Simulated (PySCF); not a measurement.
Xe²⁺: ionisation energy

Xe²⁺ [Kr] 4d10 5s2 5p4 [5p1/2^2 5p3/2^2, M_J = 2] → Xe³⁺ [Kr] 4d10 5s2 5p3 [5p1/2^2 5p3/2^1, M_J = 3/2], as a difference of total energies. All numbers are calculated (PySCF 2.14, the two-component X2C-1e Hamiltonian, in x2c-TZVPPall-2c). Correlated levels: [Ar] 3d10 frozen; the 6 highest virtual spinors dropped. "Screened" scales the spin-orbit matrix elements by Boettger's factors to mimic the two-electron term; Breit and QED terms are absent.

```
                    method  ionisation energy (eV)  difference from reference (eV)
           GHF (spin-free)                  29.161                          -1.889
          GMP2 (spin-free)                  30.043                          -1.007
 GHF (screened spin-orbit)                  29.620                          -1.430
GMP2 (screened spin-orbit)                  30.457                          -0.593
```

Reference: 31.05 ± 0.04 eV (semi-empirical (NIST evaluation); NIST Atomic Spectra Database, ionization energies).

The spin-free rows relax to the high-spin LS determinant and lack the spin-orbit shift.

Errors of the correlated levels include the incompleteness of this basis and the frozen core.

The labels give the starting determinants; with spin-orbit coupling the two ends relaxed to ⟨J²⟩ = 6.02, ⟨L²⟩ = 2.44, ⟨S²⟩ = 1.83 and ⟨J²⟩ = 3.76, ⟨L²⟩ = 0.21, ⟨S²⟩ = 3.53.
